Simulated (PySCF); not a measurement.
## Ionisation energy of In by level of theory

In [Kr] 4d10 5s2 5p1 (2P) → In⁺ [Kr] 4d10 5s2 (1S), as a difference of total energies. Computed with PySCF 2.14 in x2c-TZVPPall, with scalar relativity by spin-free X2C-1e. Correlated levels: valence: [Kr] 4d10 frozen. The calculations carry no spin-orbit coupling.

```csv
method,ionisation energy (eV)
UHF,5.205
MP2 (valence),5.378
SCS-MP2 (valence),5.361
CCSD (valence),5.433
CCSD(T) (valence),5.452
CCSDT (valence),5.458
```

Question: How much does correlation contribute at CCSD(T) (valence)?

Answer: 5.452 − (5.205) = 0.247 eV, measured against UHF.

Errors of the correlated levels include the incompleteness of this basis and the frozen core.

For comparison: 5.603 eV (measured; NIST levels, between the centres of gravity of the two terms).
